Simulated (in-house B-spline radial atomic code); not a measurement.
A fraction x of an electron is removed from 3p in Ar V (Ar4+), starting from [Ne] 3s2 3p2 and keeping the highest spin. Level of theory: non-relativistic LDA VWN5, spin-polarised, spherical fractional occupations, point nucleus; calculated with a B-spline radial code for spherical atoms.

```tsv
x	E(x) - E(0) (eV)	3p up level (eV)
0	0.0000	-66.866
0.11	7.4507	-68.603
0.16	10.9007	-69.395
0.33	22.9277	-72.102
0.38	26.5528	-72.902
0.5	35.4166	-74.828
0.57	40.6940	-75.956
0.65	46.8222	-77.249
0.76	55.4176	-79.032
0.88	65.0185	-80.984
1	74.8541	-82.944
```

The exact functional would give a straight line between the two integer points. Deviations E(x) - E(0) - x[E(1) - E(0)], in eV: -0.783 at x = 0.11, -1.076 at x = 0.16, -1.774 at x = 0.33, -1.892 at x = 0.38, -2.01 at x = 0.5, -1.973 at x = 0.57, -1.833 at x = 0.65, -1.472 at x = 0.76, -0.853 at x = 0.88.

The curve lies below the straight line by up to 2.01 eV (at x = 0.5): convex, the delocalisation error that favours fractional charges.

Question: How well does Slater's transition state (minus the level at half occupation) give the ionisation energy?

Answer: It gives 74.828 eV against 74.854 eV from the two total energies; NIST lists 74.84 eV, ground level to ground level.
